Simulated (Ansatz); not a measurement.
Cu₂Te. Charge 0, multiplicity 3. Geometry B3LYP-D4/def2-TZVP; atoms count from 1.

Cartesian coordinates in Å:
```
Cu -0.939 0.592 0.891
Cu -0.159 -1.398 -0.220
Te 1.098 0.805 -0.671
```

In the def2 sets Te takes a core potential; there is no spin–orbit coupling. At PBE0-D4/def2-TZVP a singlet of charge 0 lies 1.25 eV below the triplet, each at its own geometry. The structure comes from a short search, and lower isomers may exist.

Question: Estimate the Mulliken populations from the PBE0/def2-TZVP orbitals of Ansatz.

Answer: 
```
atom  charge (e)  spin (α − β)  d electrons
 Cu1        0.04          0.39         9.89
 Cu2        0.04          0.39         9.89
 Te3       -0.09          1.21            –
```
Mulliken values depend strongly on the basis.

Question: Where does the spin sit?

Answer: Summed by element: Cu 0.79, Te 1.21, of 2 unpaired in all. Largest on single atoms: Te3 1.21, Cu1 0.39, Cu2 0.39.

Question: And the Mayer bond orders between heavy atoms (over 0.3)?

Answer: Cu1–Cu2 0.67 (2.41 Å); Cu1–Te3 0.73 (2.58 Å); Cu2–Te3 0.73 (2.58 Å).
